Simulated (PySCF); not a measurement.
Species: CF3SO2Cl.
Atom-mapped SMILES: `[O:1]=[S:2](=[O:3])([Cl:4])[C:5]([F:6])([F:7])[F:8]`

Computed by this run: PBE0-D3(BJ)/def2-SVP geometry optimisation, gas phase (PySCF 2.14.0); density fitting, grid level 1; the optimiser is geomeTRIC in internal coordinates, started from a GFN2-xTB structure.

The end geometry, which sets the zero of energy:
```
atom  x, y, z in Å
O1      1.3871   -0.0799    1.4190
S2      0.9547   -0.0680    0.0449
O3      1.4162   -1.0055   -0.9466
Cl4     1.1790    1.8487   -0.6967
C5     -0.9188   -0.1325    0.0353
F6     -1.2598   -1.3376    0.4356
F7     -1.3916    0.7710    0.8603
F8     -1.3589    0.0828   -1.1822
```

Problem. These geometries come from the run, each turned onto the end geometry. Order them by energy, lowest first.
A.
```
atom  x, y, z in Å
O1      1.4007   -0.0220    1.4312
S2      0.9535   -0.0591    0.0586
O3      1.3787   -1.0517   -0.8999
Cl4     1.2157    1.8273   -0.7700
C5     -0.9234   -0.1172    0.0426
F6     -1.2144   -1.3639    0.3498
F7     -1.4449    0.7031    0.9207
F8     -1.3579    0.1626   -1.1635
```
B.
```
atom  x, y, z in Å
O1      1.3910   -0.1075    1.3753
S2      0.9500   -0.0426    0.0303
O3      1.4267   -0.9636   -0.9354
Cl4     1.2082    1.8235   -0.6575
C5     -0.9218   -0.1359    0.0361
F6     -1.2625   -1.3331    0.4705
F7     -1.4070    0.7912    0.8383
F8     -1.3765    0.0469   -1.1880
```
C.
```
atom  x, y, z in Å
O1      1.3799   -0.0278    1.4249
S2      0.9548   -0.0660    0.0496
O3      1.4209   -1.0354   -0.9084
Cl4     1.1826    1.8282   -0.7500
C5     -0.9198   -0.1337    0.0370
F6     -1.2631   -1.3599    0.3703
F7     -1.3852    0.7254    0.9115
F8     -1.3620    0.1483   -1.1651
```

Solution. C (0.006 eV), A (0.021 eV), B (0.093 eV).

In the order of the answer:

```json
{"step": "3", "E above end (eV)": "0.006", "largest force (eV/Å)": "0.06", "rms force component (eV/Å)": "0.022", "rms distance from end (Å)": "0.053", "rms bond change (Å)": "0.001", "bond most changed (Å)": "C5–F6 +0.001"}
{"step": "1", "E above end (eV)": "0.021", "largest force (eV/Å)": "0.25", "rms force component (eV/Å)": "0.102", "rms distance from end (Å)": "0.075", "rms bond change (Å)": "0.004", "bond most changed (Å)": "S2–Cl4 +0.010"}
{"step": "0", "E above end (eV)": "0.093", "largest force (eV/Å)": "1.90", "rms force component (eV/Å)": "0.609", "rms distance from end (Å)": "0.040", "rms bond change (Å)": "0.027", "bond most changed (Å)": "S2–Cl4 -0.062"}
```

The cost below is that of the whole optimisation. On one thread, Arm Neoverse V2 (aarch64), shared host with 192 logical CPUs at a one-minute load of 84, this took 50 s wall and 0.51 GiB of memory at its peak.
